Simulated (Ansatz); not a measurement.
Consider the ligand exchange at the Si–N bond: `BN([SiH3])CC=C` + `[OH][GeH]([OH])[OH]` → `[OH][GeH]([OH])[O][SiH3]` + `BNCC=C`.

Calculated with Ansatz (gas phase, PBE0-D4/def2-TZVP geometries, no zero-point term in ΔE). CCSD(T)/CBS is the MP2 limit (def2-TZVPP, def2-QZVPP) plus CCSD(T) − MP2 in def2-TZVPP, frozen cores. For Ge outer-core shells are correlated without core-valence functions, which leaves a few kJ/mol of doubt a bond. Scalar relativity is left out up to krypton. Each species was taken in one conformer, which may not be the lowest.

```csv
species,CCSD/def2-TZVPP energy (Eh)
`BN([SiH3])CC=C`,-488.59728
`[OH][GeH]([OH])[OH]`,-2303.46712
`[OH][GeH]([OH])[O][SiH3]`,-2593.75566
`BNCC=C`,-198.33510
```

Task: Work out ΔE.

Result: ΔE = (-2593.75566) + (-198.33510) − (-488.59728) − (-2303.46712) = -0.02636 Eh = -69.2 kJ/mol. CCSD(T)/CBS gives -65.4 kJ/mol.

Largest T1 diagnostic among the species: 0.012.

The D4 term adds +8.1 kJ/mol with B3LYP and +4.4 kJ/mol with PBE0; it sums over pairs of atoms, weighted by their polarisabilities, and B3LYP, whose exchange is more repulsive, gets the larger term. In def2-TZVPP, CCSD(T) changes the Hartree–Fock value by +22.2 kJ/mol (the triples alone add +3.3 kJ/mol) and MP2 by +24.9 kJ/mol.

B3LYP here is the variant with VWN-RPA as its local correlation; programs differ in this.
